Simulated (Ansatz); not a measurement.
Ge3O7H2, relaxed as a singlet with RKS r2SCAN-D4/def2-SVP in Ansatz, starting from the GFN1-xTB geometry. Force threshold 0.03 eV/Å.

The structure holds one bond between oxygen atoms, so isomers without such links may lie far lower. The structure comes from a short search, and lower isomers may exist.

Start:

```xyz
12

Ge    1.140   -0.101   -1.539
Ge   -1.370   -1.614   -0.308
Ge    0.642    0.990    1.388
O     1.160    2.404    2.192
O     1.346    1.005   -0.191
O     1.917    0.135   -2.923
O    -2.660   -1.331   -1.439
O    -2.358   -0.213   -0.502
O     0.188   -1.465   -1.116
O    -0.262   -0.175    2.037
H     1.726    2.943    1.636
H    -1.467   -2.579    0.764
```

(1) Estimate the energy that the relaxation releases and the steps that it takes.

(2) Does the start keep its bonding and symmetry?

(3) Predict the relaxed structure.

## Answers

(1) 3.65 eV, in 24 steps; 3.3 min on 4 threads of Intel Xeon on a shared host. No frequencies were taken in this run, so the end may be a saddle point.

(2) Bonds lost: Ge2–O8 (atoms count from 1). Bonds formed: Ge1–Ge2, Ge2–Ge3, Ge2–O10, Ge3–O8 (atoms count from 1).

(3) 
```tsv
atom	x (Å)	y (Å)	z (Å)
Ge1	0.8471	-0.3674	-1.6946
Ge2	-0.7350	-1.6627	0.2584
Ge3	0.1045	0.9379	0.8963
O4	0.3575	2.1939	2.0602
O5	1.3281	0.7429	-0.3549
O6	1.1839	-0.1478	-3.2740
O7	-1.2468	-0.2002	-0.8653
O8	-1.4377	1.0315	-0.0874
O9	0.5712	-1.9758	-0.8735
O10	-0.2102	-0.6669	1.6259
H11	0.9610	2.8786	1.7329
H12	-1.7237	-2.7638	0.5761
```
Bond lengths: 10 × Ge–O 1.63 to 1.91 Å; 2 × Ge–Ge 2.81 to 2.83 Å; 1 × O–O 1.47 Å; 1 × Ge–H 1.51 Å; 1 × H–O 0.97 Å.
